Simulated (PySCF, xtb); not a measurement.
Ca(Cl)2 cation (CaCl2), SMILES [Ca]([Cl])[Cl] (connectivity only; charge and spin as stated), charge +1, multiplicity 2.

Harmonic wavenumbers (cm⁻¹) from GFN2-xTB in xtb at its own minimum, in rising order: 145, 215, 280.

Task: What does PBE0-D3(BJ)/def2-TZVP run with PySCF give at its own minimum? (Estimate from the structure and the level; the computed values follow.)

Result: 205, 263, 380. Paired by order, the mean absolute difference is 69 cm⁻¹ and the zero-point energies are 0.9 and 1.2 kcal/mol.
